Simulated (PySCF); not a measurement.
silylarsine (AsH5Si), SMILES [SiH3][AsH2].

Coordinates come from a PBE0-D3(BJ)/def2-TZVP optimisation.

Computed with PBE0-D3(BJ)/def2-TZVP (PySCF).

Frequencies are harmonic and unscaled.

```tsv
mode	ν (cm⁻¹)	IR (km/mol)	moving atoms (share of kinetic energy)
1	153	0.1	H 99 %
2	361	1.1	Si 63 %, As 29 %, H 8 %
3	437	14.4	H 97 %
4	454	10.5	H 96 %
5	670	25.1	H 90 %
6	721	2.3	H 92 %
7	887	288.7	H 92 %, Si 8 %
8	937	34.7	H 97 %
9	946	37.9	H 98 %
10	984	20.6	H 98 %
11	2206	36.9	H 99 %
12	2216	23.6	H 98 %
13	2220	67.5	H 99 %
14	2234	112.0	H 96 %
15	2235	136.7	H 96 %
```
